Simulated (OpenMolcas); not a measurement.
## C: thermal populations, worked from levels

```json
{
 "Program": "OpenMolcas 26.06",
 "Basis": "ANO-RCC-VQZP [5s4p3d2f1g]",
 "Scalar Hamiltonian": "DKH2, point nucleus",
 "Active space": "4 electrons in 4 orbitals (2s 2p)",
 "State averaging": "2S+1 = 3 even, 3 roots; 2S+1 = 1 even, 6 roots; 2S+1 = 5 odd, 1 root; 2S+1 = 3 odd, 8 roots",
 "Spin-orbit coupling": "state interaction with AMFI integrals over the reference wave functions, term energies averaged over their components"
}
```

Methods: CASSCF; SS-CASPT2, IPEA 0.25 Eh, imaginary shift 0.1 Eh (closed shells correlated: 1s). Measured levels: NIST Handbook of Basic Atomic Spectroscopic Data.

**Thermal populations.** Z = Σ (2J + 1) exp(-E/kT) with k = 0.695035 cm-1/K, over the levels below. No other level of either list lies under 60300 cm-1, which is above 7 kT at each temperature.

| Level | 2J + 1 | SS-CASPT2 | measured |
| --- | --- | --- | --- |
| 2s² 2p² ³P₀ | 1 | 0.0 | 0.0 |
| 2s² 2p² ³P₁ | 3 | 15.1 | 16.4 |
| 2s² 2p² ³P₂ | 5 | 45.1 | 43.4 |
| 2s² 2p² ¹D₂ | 5 | 9680 | 10193 |
| 2s² 2p² ¹S₀ | 1 | 20020 | 21648 |
| 2s 2p³ ⁵S°₂ | 5 | 31170 | 33735 |

```tsv
T (K)	Z, SS-CASPT2	Z, measured levels	Ground level (%), SS-CASPT2	Ground level (%), measured levels
5000	9.235	9.192	10.8	10.9
8000	9.874	9.784	10.1	10.2
12000	10.744	10.603	9.3	9.4
```

At 12000 K, kT = 8340 cm-1, and the computed levels give Z = 1.000 + 2.995 + 4.973 + 1.566 + 0.091 + 0.119 = 10.744.

CASPT2 breaks the degeneracy within a term, and the mean is taken; among the terms shown or strongly mixed into the levels shown the widest spread is 16 cm-1 (2s² 2p² ¹D, SS-CASPT2). Over all roots computed the reference weight is 0.93 to 0.99 in SS-CASPT2; the roots of lowest weight are the least certain, and an intruder state may touch them. Without dynamic correlation excited terms often stand tens of per cent too high (terms of higher spin than the ground term too low), and those without a measured partner can miss by more than the paired ones (holds for CASSCF). Computed and measured levels are paired by configuration, term and J; levels that our copy of the source lacks, or whose pairing is in doubt (as where it misses far off the trend of its configuration), stay unpaired and out of the deviations. Levels of configurations outside the active space are missing.

° marks odd parity.
